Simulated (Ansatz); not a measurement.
C$_{2}$H$_{7}$ClMoO$_{4}$, SMILES `C[O][Mo](=[O])([OH])([Cl])[O]C`, relaxed with RKS PBE0-D4/def2-TZVP in Ansatz 0.2.0 from a PBE-D4/def2-SVP geometry. The force threshold is 0.005 eV/Å; the program also tests the step.

Total charge 0; spin multiplicity 1. Mo takes the def2 core potential.

Start:

```xyz
15

C     1.376    2.266    0.557
O     1.045    1.146   -0.220
Mo   -0.462    0.162   -0.711
O    -0.584    0.329   -2.383
O    -1.397    1.651    0.067
Cl   -2.524   -0.937   -0.177
O     0.275   -1.530   -0.444
C     0.099   -2.812    0.085
H     1.912    1.952    1.479
H     0.437    2.796    0.839
H     2.030    2.945   -0.030
H    -2.344    1.500    0.257
H     0.654   -2.918    1.043
H     0.468   -3.568   -0.640
H    -0.986   -2.982    0.276
```

(1) By how much does the energy fall, and how many steps does the optimiser take? (Estimate.)

(2) Which bonds change most? (Estimate.)

(3) Give the relaxed structure. (An estimate is asked.)

Results:

(1) Computed: 9.83 kJ/mol, in 14 steps, 1 of them rejected.

(2) The calculation gave: Mo3–Cl6 from 2.396 to 2.367 Å; Mo3–O4 from 1.685 to 1.658 Å; Mo3–O7 from 1.865 to 1.840 Å; O2–Mo3 from 1.866 to 1.843 Å.

(3) Computed: 
```xyz
15

C     1.362    2.147    0.567
O     0.994    1.145   -0.335
Mo   -0.508    0.179   -0.788
O    -0.662    0.357   -2.429
O    -1.410    1.635    0.046
Cl   -2.528   -0.913   -0.213
O     0.238   -1.486   -0.544
C     0.139   -2.706    0.124
H     1.848    1.705    1.442
H     0.465    2.690    0.883
H     2.057    2.830    0.074
H    -2.329    1.495    0.287
H     0.684   -2.664    1.071
H     0.564   -3.489   -0.508
H    -0.915   -2.926    0.323
```
